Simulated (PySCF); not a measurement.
AlClH4O3Si, SMILES [OH][Al]([OH])[O][SiH2]Cl. Geometry: PBE-D3(BJ)/def2-SVP. The structure was generated by enumeration; whether it is a known compound was not checked. One conformer was computed; it need not be the lowest.

Computed equilibrium geometry at PBE-D3(BJ)/def2-SVP (PySCF confirms it by a frequency run) as Cartesian coordinates in Å (one conformer of several):
```xyz
10

Si     1.6653     0.2073    -0.7130
Cl     1.1589     0.0166     1.3659
O      0.1655     0.2172    -1.3833
Al    -1.1330    -0.0891    -0.2263
O     -1.6122    -1.7233    -0.0623
O     -2.1586     1.1683     0.3223
H      2.5125    -0.9747    -1.0633
H      2.4151     1.4949    -0.8590
H     -2.3947    -1.9464     0.4652
H     -1.9767     2.1038     0.1473
```
Charge 0, spin multiplicity 1.
